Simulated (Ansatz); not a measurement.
Species: CrH (charge 0, sextet). SMILES: [CrH]
Geometry: optimised at B3LYP-D3(BJ)/def2-TZVP (Ansatz, a quantum-chemistry and plane-wave program).

Wanted: atomisation energy, in kcal/mol. Set-up: LANL2DZ with its own core potentials from Na on; 6-31G* and kin with 6d, 5d where marked; no spin-orbit coupling; atomisation electronic, to ground-state atoms; UHF or UKS for open shells; non-relativistic. First-principles rows: single points at B3LYP-D3(BJ) geometries (Ansatz). The spin state of an ion or metal species was assumed, not searched.

| species | coefficient | E at B3LYP/6-31G* with LANL2DZ past Ar (Ansatz), Eh | E at PBE0/def2-TZVPD (Ansatz), Eh |
|---|---|---|---|
| [CrH] (CrH) (sextet) | -1 | -86.85066 | -1044.80357 |
| Cr atom | +1 | -86.26694 | -1044.22561 |
| H atom | +1 | -0.50027 | -0.50104 |

 1 Eh = 627.5095 kcal/mol.

Task: Compute it at each level from the table.

Result: 
- B3LYP/6-31G* with LANL2DZ past Ar: the sum of coefficient times E is 0.08345 Eh, or 52.37 kcal/mol. Result: 52.4 kcal/mol.
- PBE0/def2-TZVPD: the sum of coefficient times E is 0.07692 Eh, or 48.27 kcal/mol. Result: 48.3 kcal/mol.
